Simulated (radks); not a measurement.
The numbers below are computed, except where a source is named.
Problem. The antimony ion Sb3+, [Kr] 4d10 5s2. Code: a radial shooting solver on a logarithmic mesh with Libxc functionals. Model: non-relativistic Kohn-Sham, r2SCAN, spin-polarised, spherical densities, point nucleus; meta-GGA in the generalised Kohn-Sham scheme. Every spin shell is full or empty, so the densities are truly spherical. Functionals are evaluated on that one density, not self-consistently. Rank these orbital-free kinetic functionals by their error against the exact value of the orbitals, and give that value: Thomas-Fermi, von Weizsacker, TF + vW, LC94, revAPBEK, Thakkar, Pearson, LKT, PG1.

Solution. Exact: 6311.81 hartree. From best to worst, with 100 (|E| - |E exact|)/|E exact| (equal figures are ties): LC94 +0.08, revAPBEK +0.31, Thakkar -0.56, Pearson -0.90, Thomas-Fermi -5.25, PG1 +14.99, LKT +19.08, TF + vW +36.08, von Weizsacker -58.67.
